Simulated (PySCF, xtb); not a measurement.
Se(OH)2 (H2O2Se), SMILES O[Se]O.

Coordinates come from a B3LYP-D3(BJ)/def2-TZVP optimisation. The values are those of a single conformer.

Calculation: C-PCM-B3LYP/def2-SVP run with PySCF.

The values are the electrostatic part of the solvation free energy, E(continuum) − E(gas) at the gas-phase geometry, in a cavity of scaled van der Waals radii (PySCF's table); cavitation and dispersion terms are not included. In vacuum the orbital gap is 5.40 eV. The dipole moment in vacuum is 2.97 D.

| solvent | ε | ΔG(elec) (kcal/mol) | dipole (D) | gap (eV) |
|---|---|---|---|---|
| water | 78.36 | -8.3 | 3.65 | 5.51 |
| ethanol | 24.85 | -8.1 | 3.63 | 5.51 |
| dimethylsulfoxide | 46.83 | -8.2 | 3.65 | 5.51 |

For comparison, GFN2-xTB/ALPB(water) (xtb, at the GFN2-xTB geometry, all terms of that model) gives -9.4 kcal/mol.
